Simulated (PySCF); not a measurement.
An unknown shows these calculated signals:

¹H NMR (500 MHz, computed): δ 7.77 (s, 1H), 5.26 (s, 3H), 2.55 (s, 3H).

¹³C{¹H} NMR (computed): δ 151.1 (C), 142.8 (CH), 13.0 (CH3).

[PySCF 2.14: shielding tensors at PBE0/pcSseg-1 (GIAO); structure optimised with GFN2-xTB; a single conformation; averaged over atoms made equivalent by symmetry, fast rotation or ring inversion; isolated molecule; non-relativistic Hamiltonian]

Referencing at the same level of theory: ¹H (σref 31.72) and ¹³C (σref 186.93) against TMS.

Task: Which of these does the molecule contain: a tert-butyl group, a non-aromatic C=C double bond, a carboxylic acid, a Si–H bond, a heteroaromatic ring?

Result: 
- A tert-butyl group: no.
- A non-aromatic C=C double bond: no.
- A carboxylic acid: no.
- A Si–H bond: yes (δH 5.26 (s)).
- A heteroaromatic ring: yes.

The data belong to `Cc1cnn([SiH3])n1`, C3H7N3Si; they needn't prove each group on their own.

Carbon signals by region: 2 in the sp2 and nitrile region (100–160 ppm), 1 below 50 ppm.

Shifts are as computed. Against solution values, carbons near 30 ppm lie about +3 ppm off and those near 130 ppm about +5 ppm. Of 1211 compounds with measured shifts, 218 miss one by over three times the rms of a fit or turn the order of signals round; such compounds aren't used in these exercises. Multiplicities follow the n + 1 count of equivalent neighbours, as no J values were calculated; m marks all less simple cases, F and P coupling included.
